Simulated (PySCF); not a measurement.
OSi, charge +1, doublet, geometry from GFN2-xTB (a state made from the parent by changing its charge; the spin is typed, not shown lowest). Base run: PySCF with PBE0/cc-pVDZ.

PySCF was given this input:
```python
from pyscf import gto, scf, dft, solvent

mol = gto.M(
    atom='''
Si   -0.00000000   -0.00000000   -0.54024550
O     0.00000000    0.00000000    0.94542963
''',
    basis='cc-pvdz',
    charge=1,
    spin=1,
    verbose=4,
)

mf = dft.UKS(mol)
mf.xc = 'pbe0'
mf.kernel()
```

Each row names what was changed in the base input (with any setting that the change needs).

| change | ΔE vs base (kcal/mol) |
|---|---|
| base | 0.000 |
| model = IEF-PCM; solvent = methanol; vdw_scale = 1.4 | -55.91 |
| model = IEF-PCM; solvent = methanol; lebedev_order = 41 | -66.5 |
| model = IEF-PCM; solvent = 2-propanol | -65.0 |
| model = IEF-PCM; solvent = methanol | -66.6 |
| model = IEF-PCM; solvent = methanol; lebedev_order = 11 | -66.6 |
| model = IEF-PCM; solvent = toluene | -39.16 |
| model = IEF-PCM; solvent = methanol; vdw_scale = 1.0 | -84.3 |
| model = IEF-PCM; solvent = methanol; r_probe = 0.5 | -54.26 |
| model = IEF-PCM; solvent = dimethylsulfoxide | -67.2 |
| model = COSMO; solvent = methanol | -65.6 |
| model = ddCOSMO; solvent = methanol | -72.2 |

The base is the gas phase, so ΔE is the electrostatic part of solvation at a fixed geometry, without cavity and dispersion terms.

Open shells are given as the SCF converged; they aren't shown to be the lowest states, and a large step between rows can be another state.
